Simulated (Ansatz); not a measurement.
One change: `C=C[Si](N)(Cl)O[SiH3]` becomes `C=C[SiH](N)Cl`.

Ansatz, PBE0-D4/def2-TZVP geometries, multiplicity 1. Each molecule was computed in one conformer, which needn't be the lowest.

```csv
property,`C=C[Si](N)(Cl)O[SiH3]`
HOMO–LUMO gap (PBE0/def2-TZVPP) / eV,7.14
size of the dipole moment (ωB97M-V/def2-TZVPP) / D,2.06
HOMO energy (PBE0/def2-TZVPP) / eV,-7.83
HOMO–LUMO gap (ωB97M-V/def2-TZVPP) / eV,11.62
HOMO energy (B3LYP/def2-TZVPP) / eV,-7.57
LUMO energy (PBE0/def2-TZVPP) / eV,-0.68
```

Problem. Give the same properties after the change, and the shifts. (An estimate is asked.)

Solution. Computed: 
```tsv
property	`C=C[SiH](N)Cl`	shift
HOMO–LUMO gap (PBE0/def2-TZVPP) / eV	7.15	0.01
size of the dipole moment (ωB97M-V/def2-TZVPP) / D	1.82	-0.24
HOMO energy (PBE0/def2-TZVPP) / eV	-7.87	-0.04
HOMO–LUMO gap (ωB97M-V/def2-TZVPP) / eV	11.53	-0.09
HOMO energy (B3LYP/def2-TZVPP) / eV	-7.61	-0.04
LUMO energy (PBE0/def2-TZVPP) / eV	-0.71	-0.03
```

Dipoles are sizes alone; their direction can turn.

B3LYP here is the variant with VWN-RPA as its local correlation; programs differ in this.
